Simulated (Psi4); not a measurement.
Pair of molecules, SMILES CO with SMILES CCC (the first has 6 atoms); geometry from B3LYP-D3(BJ)/def2-TZVP, rigid monomers moved along the line of their centres of mass till H6···C7 is 3.72 Å.
(charge 0, multiplicity 1):
```xyz
17

C      0.4843     0.2433    -0.2798
O     -0.5138    -0.5181     0.3832
H      0.7516     1.1470     0.2786
H      0.0681     0.5428    -1.2407
H      1.3934    -0.3402    -0.4639
H     -0.1745    -0.7962     1.2398
C     -0.2977    -1.2350     4.9272
C     -0.0189     0.1303     5.5507
C      0.3415     1.1921     4.5149
H     -0.5296    -1.9860     5.6843
H     -1.1492    -1.1880     4.2432
H      0.5717    -1.5965     4.3689
H      0.7934     0.0390     6.2775
H     -0.8979     0.4554     6.1144
H      0.5230     2.1618     4.9816
H      1.2485     0.9149     3.9702
H     -0.4601     1.3171     3.7834
```

Level of theory: Psi4 with SAPT0/jun-cc-pV(D+d)Z.

**Question.** Give the four SAPT terms and the total, and say what mostly holds the pair together.

**Answer.** electrostatics -7.8, exchange 3.7, induction -2.1, dispersion -16.6, total -22.9 meV; the largest attraction is dispersion.
